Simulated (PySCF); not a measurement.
Spectrum to structure. Method: TDDFT PBE0/def2-SVPD, vertical, gas phase, core orbitals frozen in the response in PySCF 2.14.0, density-fitted response routines. Geometries: GFN2-xTB, one conformer each.

```
state  λ (nm)       f
   S1   194.8  0.0008
   S2   190.4   0.086
   S3   183.8  0.0018
   S4   170.7   0.018
   S5   170.1  0.0012
   S6   167.3   0.033
   S7   161.0  0.0035
   S8   158.4   0.017
```

Triplets computed (Tamm–Dancoff): 5.14, 5.73, 5.80 eV.

Orbital energies (eV): HOMO-3 -9.13, HOMO-2 -8.81, HOMO-1 -8.64, HOMO -8.03, LUMO -0.27, LUMO+1 0.32, LUMO+2 0.43.

**Question.** Which candidate is it? All have the formula C5H8O2S.
A. `O=S(CC#C)(=O)CC`
B. `C=CSCOC(C)=O`
C. `COC1=CCC[S@@]1=O`

**Answer.** A. Its S1, at 6.36 eV, is the highest among the candidates; the nearest of the others has S1 at 5.30 eV. S1 is HOMO-1→LUMO (82%). Löwdin shares by element: HOMO carbon 34% or more, oxygen 32% (atoms not listed hold the other 34%); LUMO carbon 61% or more, sulfur 12% (atoms not listed hold the other 27%). At the same level the other candidates give, for their lowest levels:
- `COC1=CCC[S@@]1=O`: 251 nm (f 0.022); 224 nm (f 0.017); 219 nm (f 0.056); 208 nm (f 0.007); 206 nm (f 0.013); T1 3.80 eV; HOMO -6.61, LUMO -0.39 eV
- `C=CSCOC(C)=O`: 234 nm (f 0.003); 216 nm (f 0.151); 210 nm (f 0.041); 206 nm (f 0.006); 199 nm (f 0.012); T1 3.91 eV; HOMO -6.59, LUMO -0.20 eV

Shape of the structure used: `[CH:1]#[C:2][CH2:3][S:4](=[O:5])(=[O:6])[CH2:7][CH3:8]`: C2–C3–S4–O5 72°, C3–S4–C7–C8 -61°.
